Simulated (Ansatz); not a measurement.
One change: `[OH][Sn][Cl]` becomes `[OH][Sn][Br]`.

Ansatz, PBE0-D4/def2-TZVP geometries, multiplicity 1. Each molecule was computed in one conformer, which needn't be the lowest.

Elements past krypton have def2 core potentials. Scalar relativity is left out up to krypton.

```tsv
property	`[OH][Sn][Cl]`
ideal-gas entropy at 298 K and 1 bar (rigid rotor, harmonic PBE0-D4/def2-TZVP) / J/(mol·K)	305
HOMO–LUMO gap (PBE/def2-TZVPP) / eV	3.32
HOMO–LUMO gap (ωB97M-V/def2-TZVPP) / eV	8.97
LUMO energy (B3LYP/def2-TZVPP) / eV	-2.75
HOMO–LUMO gap (PBE0/def2-TZVPP) / eV	5.11
zero-point energy (PBE0-D4/def2-TZVP) / kJ/mol	36.5
```

Q: Give the same properties after the change, and the shifts. (Estimate.)

A: Ansatz gave: 
```csv
property,`[OH][Sn][Br]`,shift
"ideal-gas entropy at 298 K and 1 bar (rigid rotor, harmonic PBE0-D4/def2-TZVP) / J/(mol·K)",316,11
HOMO–LUMO gap (PBE/def2-TZVPP) / eV,3.15,-0.17
HOMO–LUMO gap (ωB97M-V/def2-TZVPP) / eV,8.69,-0.28
LUMO energy (B3LYP/def2-TZVPP) / eV,-2.82,-0.07
HOMO–LUMO gap (PBE0/def2-TZVPP) / eV,4.90,-0.21
zero-point energy (PBE0-D4/def2-TZVP) / kJ/mol,35.7,-0.8
```

With PBE0 the HOMO rises by 0.15 eV and the LUMO falls by 0.07 eV, so the gap narrows by about 0.22 eV. PBE moves the HOMO by 0.11 eV and ωB97M-V by 0.19 eV.

B3LYP here is the variant with VWN-RPA as its local correlation; programs differ in this.

Spin–orbit coupling is left out; it splits and shifts lone-pair levels of the heavy atoms by tenths of an eV.
